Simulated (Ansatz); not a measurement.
`[OH][Sn][F]` and `[OH][Sn][OH]` differ in one atom or group.

Ansatz, PBE0-D4/def2-TZVP geometries, multiplicity 1. Each molecule was computed in one conformer, which needn't be the lowest.

Elements past krypton have def2 core potentials. Outer-core shells of Sn are correlated without core-valence functions. Spin–orbit coupling is left out.

```csv
property,`[OH][Sn][F]`
vertical ionisation energy (CCSD(T)/def2-TZVPP) / eV,10.28
HOMO–LUMO gap (PBE0/def2-TZVPP) / eV,5.52
zero-point energy (PBE0-D4/def2-TZVP) / kJ/mol,38.1
HOMO energy (B3LYP/def2-TZVPP) / eV,-7.69
HOMO–LUMO gap (PBE/def2-TZVPP) / eV,3.64
LUMO energy (ωB97M-V/def2-TZVPP) / eV,-0.57
```

Question: Give the same properties after the change, and the shifts. (An estimate is asked.)

Answer: Ansatz gave: 
```
                                            property  `[OH][Sn][OH]`  shift
vertical ionisation energy (CCSD(T)/def2-TZVPP) / eV            9.85  -0.43
                HOMO–LUMO gap (PBE0/def2-TZVPP) / eV            5.54   0.02
      zero-point energy (PBE0-D4/def2-TZVP) / kJ/mol            68.6   30.5
                 HOMO energy (B3LYP/def2-TZVPP) / eV           -7.32   0.37
                 HOMO–LUMO gap (PBE/def2-TZVPP) / eV            3.71   0.07
               LUMO energy (ωB97M-V/def2-TZVPP) / eV           -0.21   0.36
```

The zero-point energy changes by 30.5 kJ/mol with +3 modes.

B3LYP here is the variant with VWN-RPA as its local correlation; programs differ in this.
